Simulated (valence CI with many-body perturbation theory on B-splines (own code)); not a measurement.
The numbers below are computed, except where a source is named.
Mo35+: what the settings do

Method: configuration interaction combined with many-body perturbation theory (CI+MBPT): five valence electrons over a frozen Dirac-Fock core [He], radial functions for each j: 6 s, 6 p, 5 d, 3 f, 1 g, with the one-electron correlation potential Σ1, the two-electron term Σ2, the three-electron term Σ3, Breit, model QED; selected CI, second order for the rest, scaled by the run's own slope (own B-spline code, finite nucleus).

No measured spectrum was set against this ion. As an estimate, large intervals hold to a few tenths of a per cent, small ones and those within an open d or f shell to about a per cent. Among the levels kept, up to 4200 cm⁻¹ of a level comes from second order outside the variational space, and about a tenth of that is noise between levels of different J, which matters for small intervals.

The reference run has the lowest level (2s^2 2p1/2^2 2p3/2) J=3/2 and an ionisation energy of 4795.87 eV. Its largest variational space holds 12660 state functions.

Levels are named by their leading jj configuration (3d3/2^4 stands for four electrons in 3d with j = 3/2), which in mixed levels can hold well under half, so a name can repeat and another be missing. Letters in brackets count levels of one name in rising energy.

Changed runs:
A. size limit of the variational space 10000 → 3000
B. size limit of the variational space 10000 → 3000; QED terms on → off
C. three-electron term on → off
D. start configuration 2s2 2p3 → 2s5 (bad on purpose)

Excitation energies of the reference run in cm⁻¹, and shifts in cm⁻¹:

| Level | Reference | A | B | C |
| --- | --- | --- | --- | --- |
| (2s^2 2p1/2 2p3/2^2) J=3/2 | 796194 | -11 | -1961 | -60 |
| (2s^2 2p1/2 2p3/2^2) J=5/2 | 923846 | -22 | -2006 | +175 |
| (2s^2 2p1/2 2p3/2^2) J=1/2 | 1093440 | -21 | -1789 | +374 |
| (2s^2 2p3/2^3) J=3/2 | 1892560 | -26 | -3615 | +283 |
| (2s 2p1/2^2 2p3/2^2) J=5/2 | 2043110 | -13 | +17520 | +376 |
| (2s 2p1/2^2 2p3/2^2) J=1/2 | 2416010 | -11 | +17413 | +762 |
| (2s 2p1/2^2 2p3/2^2) J=3/2 | 2422050 | -20 | +17405 | +937 |
| (2s 2p1/2 2p3/2^3) J=3/2 [a] | 2999840 | -22 | +15891 | +710 |
| (2s 2p1/2 2p3/2^3) J=5/2 | 3185160 | -36 | +15762 | +884 |
| (2s 2p1/2 2p3/2^3) J=1/2 | 3375180 | -24 | +15837 | +1307 |
| (2s 2p1/2 2p3/2^3) J=3/2 [b] | 3471220 | -43 | +15909 | +1561 |
| (2s 2p3/2^4) J=1/2 | 4316580 | -31 | +14049 | +1409 |
| Ionisation energy (eV) | 4795.87 | +0.00097 | +0.08 | +0.12 |

Run D: It gave no result: a shell was given more electrons than it holds. The program said: "a valence shell holds more than 4l+2 electrons".
